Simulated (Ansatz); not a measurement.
`F[CH](F)[InH2]` → `F[C]F` + `[InH3]` at 400 K and 1 bar (formal loss of a carbene).

Computed with Ansatz on PBE0-D4/def2-TZVP structures; ΔE is electronic, products minus reactants. CBS: MP2 limit from def2 TZ/QZ plus the TZ coupled-cluster correction, frozen cores. This one scheme is used for every species. Elements past krypton have def2 core potentials. For In outer-core shells are correlated without core-valence functions, which leaves a few kJ/mol of doubt a bond.

| species | CCSD(T)/CBS energy (Eh) | H − E (kJ/mol) | S (J/(mol·K)) |
| --- | --- | --- | --- |
| `F[CH](F)[InH2]` | -429.19417 | 114.3 | 372.5 |
| `F[C]F` | -237.54028 | 33.0 | 252.5 |
| `[InH3]` | -191.56739 | 59.8 | 243.4 |

H − E and S are ideal-gas, rigid-rotor, harmonic terms from PBE0-D4/def2-TZVP. 1 Eh = 2625.50 kJ/mol, R = 8.31446 J/(mol·K).

Task: By hand: ΔE, ΔH, ΔS and ΔG.

Result: ΔE = (-237.54028) + (-191.56739) − (-429.19417) = 0.08650 Eh = 227.1 kJ/mol. Δ(H − E) = 33.0 + 59.8 − 114.3 = -21.5, so ΔH = 205.6 kJ/mol. ΔS = 252.5 + 243.4 − 372.5 = 123.4 J/(mol·K). ΔG = 205.6 − 400 × (123.4)/1000 = 156.2 kJ/mol.

Task: By hand: the equilibrium constant, and the temperature at which ΔG would vanish if ΔH and ΔS stayed fixed.

Result: log₁₀ K = −ΔG/(RT ln 10) = -20.4. ΔG = 0 at ΔH/ΔS = 1666 K.

The number of gas molecules changes by +1, which sets the sign of ΔS. A doubt of 5 kJ/mol in ΔE shifts log₁₀ K by 0.7 here. Modes under 60 cm⁻¹, often nearly free rotors, make the harmonic entropy too high. These are equilibria of isolated gas molecules and say nothing of rates. Largest T1 diagnostic: 0.017 (customary marks: 0.02 for closed shells, 0.045 for open ones).
